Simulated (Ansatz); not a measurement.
Computed with Ansatz on PBE0-D4/def2-TZVP structures; ΔE is electronic, products minus reactants. CBS: MP2 limit from def2 TZ/QZ plus the TZ coupled-cluster correction, frozen cores. This one scheme is used for every species. Functionals use def2-TZVPP. For Ge outer-core shells are correlated without core-valence functions, which leaves a few kJ/mol of doubt a bond. Scalar relativity is left out up to krypton. One conformer a species, not always the lowest.

Reaction (ligand exchange at the Si–C bond): `C=C[SiH2][GeH3]` + H–F → `F[SiH2][GeH3]` + `C=C`

CCSD(T)/CBS gives -27.9 kcal/mol.

(1) Another level gave -29.0 kcal/mol. Which?
A. HF/def2-TZVPP
B. B2PLYP/def2-TZVPP
C. MP2/def2-TZVPP
D. SCS-MP2/def2-TZVPP

Largest T1 diagnostic among the species: 0.012.

## Answers

(1) D. SCS-MP2/def2-TZVPP -29.0, B2PLYP -30.5, MP2/def2-TZVPP -27.1, HF/def2-TZVPP -34.9 kcal/mol.

In def2-TZVPP, CCSD(T) changes the Hartree–Fock value by +7.1 kcal/mol (the triples alone add +1.1 kcal/mol) and MP2 by +7.8 kcal/mol. The D4 term adds +2.4 kcal/mol with B3LYP and +1.4 kcal/mol with PBE0; it sums over pairs of atoms, weighted by their polarisabilities, and B3LYP, whose exchange is more repulsive, gets the larger term.

B3LYP here is the variant with VWN-RPA as its local correlation; programs differ in this.
